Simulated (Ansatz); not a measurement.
A nudged elastic band was laid between two geometries of H3InS (5 atoms, charge 0, multiplicity 1).

Theory: RKS r2SCAN/def2-SVP (Ansatz).

- movable images: 7
- climbing image: yes
- spring: 5.0 eV/Å²
- optimiser: quadratic models (default)
- start path: through a guess of the saddle point
- force threshold: 0.05 eV/Å
- iteration limit: 60
- end points: relaxed

First end point:

```xyz
5
Properties=species:S:1:pos:R:3
S 1.146 -0.946 0.919
In -0.192 0.625 -0.340
H 0.252 -1.953 0.803
H -1.694 0.032 -0.926
H 0.537 2.169 -0.497
```

Last end point:

```xyz
5
Properties=species:S:1:pos:R:3
S 1.279 -0.263 0.577
In -0.661 0.148 -1.879
H -0.086 -0.513 0.603
H -1.575 -0.459 -0.323
H 1.092 1.013 0.980
```

Q: Which bonds break or form, and what moves?

A: Bonds broken: In2–H5. Bonds formed: S1–H5. H3InS becomes H2S + HIn.

Q: Give the energies along the band, and the barrier.

A: The forces met the threshold. The highest image is number 4 of 0 to 8, 42.3 kcal/mol above the first end and 25.4 kcal/mol above the last; the last end lies 16.9 kcal/mol above the first. The profile has 2 maxima (images 1, 4) with wells between them (image 2): this band takes more than one step, which may be the mechanism or a detour left from its start path. Neighbouring images differ by up to 1.5 eV, so the band resolves the path poorly. A vibrational analysis at the climbing image gives one clearly imaginary mode, 893i cm⁻¹: a first-order saddle point. The orbitals stay closed-shell, which can raise the energy where a bond breaks towards radicals; this wasn't checked here.

| image | path coordinate (Å) | energy (kcal/mol) | In2–H5 (Å) | S1–H5 (Å) |
| --- | --- | --- | --- | --- |
| 0 | 0.00 | 0.0 | 1.72 | 3.48 |
| 1 | 1.04 | 6.5 | 1.73 | 3.56 |
| 2 | 2.09 | 4.4 | 1.73 | 3.79 |
| 3 | 3.13 | 6.6 | 1.69 | 3.04 |
| 4 | 4.17 | 42.3 | 1.77 | 1.97 |
| 5 | 5.17 | 19.7 | 2.91 | 1.35 |
| 6 | 6.17 | 17.5 | 3.55 | 1.35 |
| 7 | 7.17 | 17.2 | 3.60 | 1.35 |
| 8 | 8.16 | 16.9 | 3.46 | 1.35 |

Q: What is the geometry of the highest image?

A: 
```xyz
5
Properties=species:S:1:pos:R:3
S 1.156 -0.985 0.166
In -0.859 0.781 -0.428
H 0.917 -0.815 1.485
H -1.888 0.021 -1.606
H 0.725 0.924 0.342
```

The band took 25 iterations and roughly 8 core-minutes.

Run time: 8.2 min on 1 CPU thread of a shared host.
